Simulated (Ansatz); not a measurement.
One change: `O[SiH2]O[SiH2]O` becomes `O[SiH2]O[SiH2]S`.

Ansatz, PBE0-D4/def2-TZVP geometries, multiplicity 1. Each molecule was computed in one conformer, which needn't be the lowest.

```csv
property,`O[SiH2]O[SiH2]O`
HOMO–LUMO gap (PBE/def2-TZVPP) / eV,6.51
LUMO energy (ωB97M-V/def2-TZVPP) / eV,1.77
HOMO energy (ωB97M-V/def2-TZVPP) / eV,-10.85
size of the dipole moment (PBE/def2-TZVPP) / D,1.09
HOMO–LUMO gap (B3LYP/def2-TZVPP) / eV,8.31
HOMO–LUMO gap (ωB97M-V/def2-TZVPP) / eV,12.62
```

**Question.** Give the same properties after the change, and the shifts. (Estimate.)

**Answer.** Ansatz gave: 
```
                                      property  `O[SiH2]O[SiH2]S`  shift
           HOMO–LUMO gap (PBE/def2-TZVPP) / eV               5.90  -0.61
         LUMO energy (ωB97M-V/def2-TZVPP) / eV               1.78   0.01
         HOMO energy (ωB97M-V/def2-TZVPP) / eV             -10.22   0.63
size of the dipole moment (PBE/def2-TZVPP) / D               0.88  -0.21
         HOMO–LUMO gap (B3LYP/def2-TZVPP) / eV               7.51  -0.80
       HOMO–LUMO gap (ωB97M-V/def2-TZVPP) / eV              12.00  -0.62
```

With PBE0 the HOMO rises by 0.55 eV and the LUMO falls by 0.21 eV, so the gap narrows by about 0.76 eV. PBE moves the HOMO by 0.36 eV and ωB97M-V by 0.63 eV. Dipoles are sizes alone; their direction can turn.

Positive LUMOs are unbound, so they and the gaps depend on the basis.

B3LYP here is the variant with VWN-RPA as its local correlation; programs differ in this.
